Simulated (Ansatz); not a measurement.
Species: SnH, charge 0, doublet. SnH (SMILES [SnH], doublet).
B3LYP-D3(BJ)/def2-TZVP minimum from Ansatz (a quantum-chemistry and plane-wave program):
```xyz
2

Sn     0.0000     0.0000    -0.0350
H      0.0000     0.0000     1.7513
```
Charge 0, spin multiplicity 2.

Property: atomisation energy (electronic, to ground-state atoms), in kJ/mol. Open shells are spin-unrestricted; no spin-orbit coupling. Cores are frozen in correlated methods (noble-gas shells, and filled d and f shells in the p block). Past Kr the def2 sets carry scalar-relativistic core potentials. CBS(X,Y): correlation extrapolated as X^-3, Hartree-Fock from the larger set. A bracket is a step between two methods taken in the basis named. Where a partner has so few electrons that a lower coupled-cluster level is exact, that level stands in. Spin-orbit terms, left out, reach several kcal/mol for Br and I, and more for heavier atoms.

CCSD(T)/CBS(def2-TZVPP,def2-QZVPP) + [CCSDT(Q) - CCSD(T)]/def2-QZVPP + [CCSDTQ - CCSDT(Q)]/def2-TZVPP (Ansatz) gives 258.5 kJ/mol.

Problem. What does PBE/def2-TZVPD (Ansatz) give here, and how do the other levels compare?

Solution. PBE gives 255.4 kJ/mol, 3.1 kJ/mol below it. Differences of the others: r2SCAN/def2-TZVPD (Ansatz) -0.9; B3LYP/def2-TZVPD (Ansatz) 6.7; PBE0/def2-TZVPD (Ansatz) -7.8; wB97M-V/def2-TZVPD (Ansatz) 1.9; B2PLYP/def2-TZVPD (Ansatz) -4.4; CCSD(T)/CBS(def2-TZVPP,def2-QZVPP) (Ansatz) -0.3 kJ/mol.
